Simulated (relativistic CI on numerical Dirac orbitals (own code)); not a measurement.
**Ligand-field terms of d4**

Computed with a parametric ligand-field model of a d^n configuration (Racah B and C, spin-orbit zeta, crystal field), exact diagonalisation.

Field parameters in Wybourne normalisation: Oh B⁴₀ = 21Dq, B⁴₄ = √(5/14) B⁴₀. The field is a parameter set, without covalency.

(1) Ground term and bands for B = 820, C = 3270, ζ = 0 cm⁻¹, Oh, 10Dq = 15580 cm⁻¹?

(2) Ground term and bands for B = 820, C = 3270, ζ = 0 cm⁻¹, Oh, 10Dq = 820 cm⁻¹?

(3) Ground term and bands for B = 820, C = 3270, ζ = 0 cm⁻¹, Oh, 10Dq = 23780 cm⁻¹?

(4) Ground term and bands for B = 820, C = 3270, ζ = 0 cm⁻¹, Oh, 10Dq = 38540 cm⁻¹?

(5) Ground term and bands for B = 820, C = 3270, ζ = 0 cm⁻¹, Oh, 10Dq = 28700 cm⁻¹?

## Answers

(1) Ground term 5E with 1.00 electrons in the two orbitals of the cubic e set. Spin-allowed: 5T2 15580 cm⁻¹ (642 nm). Lowest spin-forbidden: 3T1 4128 cm⁻¹ (2422 nm), 1T2 13252 cm⁻¹ (755 nm), 1E 14400 cm⁻¹ (694 nm).

(2) Ground term 5E with 1.00 electrons in the two orbitals of the cubic e set. Spin-allowed: 5T2 820 cm⁻¹. Lowest spin-forbidden: 3T1 16269 cm⁻¹ (615 nm), 3E 16505 cm⁻¹ (606 nm), 3T2 16995 cm⁻¹ (588 nm).

(3) Ground term 3T1 with 0.03 electrons in the two orbitals of the cubic e set. Spin-allowed: 3E 20930 cm⁻¹ (478 nm), 3T1 21751 cm⁻¹ (460 nm), 3T2 22631 cm⁻¹ (442 nm), 3A1 24170 cm⁻¹ (414 nm). Lowest spin-forbidden: 5E 3710 cm⁻¹ (2695 nm), 1T2 9484 cm⁻¹ (1054 nm), 1E 10692 cm⁻¹ (935 nm).

(4) Ground term 3T1 with 0.02 electrons in the two orbitals of the cubic e set. Spin-allowed: 3E 35391 cm⁻¹ (283 nm), 3T1 36192 cm⁻¹ (276 nm), 3T2 37135 cm⁻¹ (269 nm), 3A1 38579 cm⁻¹ (259 nm). Lowest spin-forbidden: 1T2 9923 cm⁻¹ (1008 nm), 1E 11015 cm⁻¹ (908 nm), 5E 18119 cm⁻¹ (552 nm).

(5) Ground term 3T1 with 0.03 electrons in the two orbitals of the cubic e set. Spin-allowed: 3E 25727 cm⁻¹ (389 nm), 3T1 26538 cm⁻¹ (377 nm), 3T2 27447 cm⁻¹ (364 nm), 3A1 28944 cm⁻¹ (345 nm). Lowest spin-forbidden: 5E 8484 cm⁻¹ (1179 nm), 1T2 9655 cm⁻¹ (1036 nm), 1E 10837 cm⁻¹ (923 nm).
